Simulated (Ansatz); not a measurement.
Reaction (ligand exchange at the In–C bond): `C[CH2][InH][O][SiH3]` + H₂Se → `[SiH3][O][InH][SeH]` + `CC`

Gas-phase electronic energies from Ansatz, PBE0-D4/def2-TZVP geometries. CCSD(T)/CBS adds triple-zeta CCSD(T) − MP2 to the extrapolated MP2 energy (def2 sets, frozen cores). This one scheme is used for every species. Functionals use def2-TZVPP. Elements past krypton have def2 core potentials. For In, Se outer-core shells are correlated without core-valence functions, which leaves a few kJ/mol of doubt a bond. Scalar relativity is left out up to krypton. Each species was taken in one conformer, which may not be the lowest.

```csv
species,r2SCAN-D4 energy (Eh)
`C[CH2][InH][O][SiH3]`,-636.54922
H₂Se,-2402.73617
`[SiH3][O][InH][SeH]`,-2959.53890
`CC`,-79.80085
```

(1) Work out ΔE.

(2) What do rigid-rotor, harmonic-oscillator terms from PBE0-D4/def2-TZVP frequencies (298.15 K, 1 bar) make of the CCSD(T)/CBS value? (Best estimate.)

Largest T1 diagnostic among the species: 0.014.

## Answers

(1) ΔE = (-2959.53890) + (-79.80085) − (-636.54922) − (-2402.73617) = -0.05436 Eh = -142.7 kJ/mol. CCSD(T)/CBS gives -138.9 kJ/mol.

(2) The calculation gave: ΔZPE = +12.2 kJ/mol, ΔH = -128.4 kJ/mol, ΔS = -11 J/(mol·K), ΔG = -125.0 kJ/mol. Modes under 50 cm⁻¹ make the entropy rough.

Leaving LDA and LC-ωPBE aside and taking each functional with its dispersion term where it has one, the values, not all of them listed here, spread over 13.5 kJ/mol, from BHLYP-D4 to revPBE-D4. LDA lies +5.9 kJ/mol from PBE without D4. In def2-TZVPP, CCSD(T) changes the Hartree–Fock value by +23.9 kJ/mol (the triples alone add +1.5 kJ/mol) and MP2 by +21.5 kJ/mol. From BLYP to BHLYP (50 % exact exchange), in def2-TZVPP and without D4, ΔE moves by −8.2 kJ/mol.
